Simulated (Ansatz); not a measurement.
Consider the hydrogenolysis of a C–C bond: `BC(F)CC` + H₂ → `BC(C)F` + CH₄.

Computed with Ansatz on PBE0-D4/def2-TZVP structures; ΔE is electronic, products minus reactants. CBS: MP2 limit from def2 TZ/QZ plus the TZ coupled-cluster correction, frozen cores. This one scheme is used for every species. DFT in def2-TZVPP. B3LYP here is the variant with VWN-RPA as its local correlation; programs differ in this. Each species was taken in one conformer, which may not be the lowest.

`BC(F)CC`:

Cartesian coordinates in Å:
```
B 0.947 -0.396 -1.514
C 0.836 -0.611 0.021
F 1.274 -1.880 0.414
C -0.542 -0.371 0.635
C -0.982 1.082 0.592
H 1.394 -1.245 -2.224
H 0.601 0.651 -1.976
H 1.534 0.115 0.480
H -1.279 -1.009 0.139
H -0.487 -0.715 1.672
H -0.259 1.729 1.097
H -1.093 1.446 -0.431
H -1.943 1.205 1.095
```

H₂:

Cartesian coordinates in Å:
```
H -0.204 0.305 -0.069
H 0.204 -0.305 0.069
```

`BC(C)F`:

```xyz
10

B    -0.397    0.548   -1.285
C    -0.551    0.018    0.168
C     0.757   -0.440    0.796
F    -1.156    0.939    1.028
H    -0.746    1.647   -1.593
H     0.074   -0.189   -2.101
H    -1.230   -0.851    0.119
H     0.575   -0.809    1.807
H     1.473    0.382    0.857
H     1.202   -1.243    0.205
```

CH₄:

Cartesian coordinates in Å:
```
C 0.000 0.000 0.000
H -0.597 0.063 0.909
H 1.001 0.384 0.195
H -0.470 0.592 -0.785
H 0.066 -1.040 -0.320
```

```tsv
level	ΔE (kcal/mol)	difference from CCSD(T)/CBS
PBE-D4	-16.7	0.0
r2SCAN-D4	-17.3	-0.6
PBE0-D4	-17.2	-0.5
B3LYP-D4	-17.8	-1.1
ωB97X-V	-17.0	-0.3
ωB97M-V	-17.1	-0.4
B2PLYP	-18.6	-1.9
PBE	-18.0	-1.3
r2SCAN	-17.7	-1.0
PBE0	-18.3	-1.6
B3LYP	-19.8	-3.1
HF/def2-TZVPP	-21.7	-5.0
MP2/def2-TZVPP	-16.3	0.4
SCS-MP2/def2-TZVPP	-17.1	-0.4
CCSD/def2-TZVPP	-17.8	-1.1
CCSD(T)/def2-TZVPP	-16.9	-0.2
HF/def2-QZVPP	-21.6	-4.9
MP2/def2-QZVPP	-16.2	0.5
SCS-MP2/def2-QZVPP	-17.0	-0.3
HF/CBS(def2)	-21.6	-4.9
MP2/CBS(def2)	-16.1	0.6
CCSD/CBS(def2)	-17.6	-0.9
CCSD(T)/CBS	-16.7	0
```

Largest T1 diagnostic among the species: 0.010.

The D4 term adds +2.0 kcal/mol with B3LYP and +1.1 kcal/mol with PBE0; it sums over pairs of atoms, weighted by their polarisabilities, and B3LYP, whose exchange is more repulsive, gets the larger term. In def2-TZVPP, CCSD(T) changes the Hartree–Fock value by +4.7 kcal/mol (the triples alone add +0.9 kcal/mol) and MP2 by +5.3 kcal/mol.
